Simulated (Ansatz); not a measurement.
`C#[C][Zr]([F])([F])[F]` + `O=C=N[Si](Cl)(Cl)Cl` → `O=C=[N][Zr]([F])([F])[F]` + `C#C[Si](Cl)(Cl)Cl`  (redistribution)

Isolated molecules relaxed with PBE0-D4/def2-TZVP in Ansatz; ΔE leaves out vibrations. CBS: MP2 limit from def2 TZ/QZ plus the TZ coupled-cluster correction, frozen cores. Functionals use def2-TZVPP. Elements past krypton have def2 core potentials. For Zr outer-core shells are correlated without core-valence functions, which leaves a few kJ/mol of doubt a bond. Each species was taken in one conformer, which may not be the lowest.

(1) Is it downhill or uphill in electronic energy at CCSD(T)/CBS, and by how much? (Best estimate.)

(2) What do these levels give: r2SCAN-D4, ωB97M-V, B2PLYP, PBE, revPBE, r2SCAN, PBE0, r2SCAN0, BHLYP, LC-ωPBE, CCSD(T)/def2-TZVPP, MP2/def2-QZVPP? (An estimate is asked.)

Largest T1 diagnostic among the species: 0.018.

Answers

(1) Ansatz gave: Downhill: ΔE = -0.50 eV.

(2) Ansatz gave: r2SCAN-D4 -0.49, ωB97M-V -0.47, B2PLYP -0.50, PBE -0.52, revPBE -0.52, r2SCAN -0.50, PBE0 -0.50, r2SCAN0 -0.48, BHLYP -0.49, LC-ωPBE -0.50, CCSD(T)/def2-TZVPP -0.48, MP2/def2-QZVPP -0.51 eV.

From BLYP to BHLYP (50 % exact exchange), in def2-TZVPP and without D4, ΔE moves by +0.03 eV. Leaving LDA and LC-ωPBE aside and taking each functional with its dispersion term where it has one, the values, not all of them listed here, spread over 0.05 eV, from PBE-D4 to ωB97M-V. At CCSD(T), def2-SVP lies −0.10 eV from the extrapolated value and def2-TZVPP +0.02 eV.
